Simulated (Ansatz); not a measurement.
Consider the hydrogenolysis of a Ge–C bond: `N#[C][GeH2][C]#N` + H₂ → `N#[C][GeH3]` + `C#N`.

Computed with Ansatz on PBE0-D4/def2-TZVP structures; ΔE is electronic, products minus reactants. CBS: MP2 limit from def2 TZ/QZ plus the TZ coupled-cluster correction, frozen cores. This one scheme is used for every species. For Ge outer-core shells are correlated without core-valence functions, which leaves a few kJ/mol of doubt a bond. Scalar relativity is left out up to krypton.

```
           level  ΔE (kcal/mol)
CCSD(T)/def2-SVP           -4.9
  MP2/def2-QZVPP           -1.1
```

(1) What does CCSD(T)/CBS give? (Best estimate.)

Largest T1 diagnostic among the species: 0.014.

Results:

(1) The calculation gave: -3.0 kcal/mol. The listed levels differ from it by -1.9, 1.9 kcal/mol.

At CCSD(T), def2-SVP lies −1.8 kcal/mol from the extrapolated value and def2-TZVPP +0.8 kcal/mol. The D4 term adds +1.5 kcal/mol with B3LYP and +0.8 kcal/mol with PBE0; it sums over pairs of atoms, weighted by their polarisabilities, and B3LYP, whose exchange is more repulsive, gets the larger term.

B3LYP here is the variant with VWN-RPA as its local correlation; programs differ in this.
